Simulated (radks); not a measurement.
The numbers below are computed, except where a source is named.
Species: K VII. Configuration: [Ne] 3s1 3p2 (not the ground configuration).

Level of theory: non-relativistic Kohn-Sham, PBE, spin-polarised, spherical densities, point nucleus; open shells are filled with parallel spins first (a radial shooting solver on a logarithmic mesh with Libxc functionals).

Energy parts (eV):
part                      energy
total                 -15981.420
kinetic                15969.459
electron-nucleus      -36490.465
Hartree                 5363.016
exchange-correlation    -823.430

Orbitals (lengths in bohr, moments of r in powers of bohr; <r^-3> diverges for s and p1/2; r(90%) holds 90 % of the orbital's charge):
| orbital | occ. | eigenvalue (eV) | <r^2> | r(90%) | <r^-3> |
|---|---|---|---|---|---|
| 1s up | 1 | -3621.882 | 0.008928 | 0.145 | - |
| 1s down | 1 | -3620.756 | 0.008926 | 0.145 | - |
| 2s up | 1 | -461.4722 | 0.1782 | 0.604 | - |
| 2s down | 1 | -460.1618 | 0.1775 | 0.603 | - |
| 2p up | 3 | -391.7446 | 0.1503 | 0.575 | 154.2 |
| 2p down | 3 | -390.2089 | 0.1497 | 0.574 | 154.2 |
| 3s up | 1 | -128.9203 | 1.401 | 1.62 | - |
| 3s down | 0 | -120.1510 | 1.383 | 1.62 | - |
| 3p up | 2 | -110.4067 | 1.514 | 1.71 | 22.86 |

The highest occupied level is 3p up at -110.41 eV. The configuration is held as typed, so some empty levels lie below it. Spin moment in Bohr magnetons: 3. The spin density at the nucleus is 27.51 e/bohr^3 (1s -0.25, 2s 0.01, 3s 27.76), a Fermi contact field of 1.44e+03 T. The density falls to 0.001 e/bohr^3 at r = 2.43 bohr. Summed over all electrons, <r^2> = 5.703 bohr^2, which gives a Langevin (diamagnetic) susceptibility term of -4.52 x 10^-6 cm^3/mol.
